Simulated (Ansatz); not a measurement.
One change: `C[CH2][Al]([OH])[OH]` becomes `C#[C][Al]([OH])[OH]`.

Ansatz, PBE0-D4/def2-TZVP geometries, multiplicity 1. Each molecule was computed in one conformer, which needn't be the lowest.

| property | `C[CH2][Al]([OH])[OH]` |
| --- | --- |
| HOMO–LUMO gap (PBE/def2-TZVPP) / eV | 5.57 |
| LUMO energy (PBE0/def2-TZVPP) / eV | -0.06 |
| LUMO energy (B3LYP/def2-TZVPP) / eV | -0.39 |
| HOMO–LUMO gap (B3LYP/def2-TZVPP) / eV | 7.19 |
| size of the dipole moment (B3LYP/def2-TZVPP) / D | 1.41 |
| HOMO–LUMO gap (PBE0/def2-TZVPP) / eV | 7.72 |

What does the change do to each property? (Estimate.)

The calculation gave: 
| property | `C#[C][Al]([OH])[OH]` | shift |
| --- | --- | --- |
| HOMO–LUMO gap (PBE/def2-TZVPP) / eV | 5.56 | -0.01 |
| LUMO energy (PBE0/def2-TZVPP) / eV | -0.64 | -0.58 |
| LUMO energy (B3LYP/def2-TZVPP) / eV | -0.86 | -0.47 |
| HOMO–LUMO gap (B3LYP/def2-TZVPP) / eV | 7.17 | -0.02 |
| size of the dipole moment (B3LYP/def2-TZVPP) / D | 1.30 | -0.11 |
| HOMO–LUMO gap (PBE0/def2-TZVPP) / eV | 7.67 | -0.05 |

With PBE0 the HOMO falls by 0.52 eV and the LUMO falls by 0.58 eV, so the gap narrows by about 0.06 eV. PBE moves the HOMO by -0.60 eV and ωB97M-V by -0.55 eV. The zero-point energy changes by -120.1 kJ/mol with -12 modes. Dipoles are sizes alone; their direction can turn.

B3LYP here is the variant with VWN-RPA as its local correlation; programs differ in this.
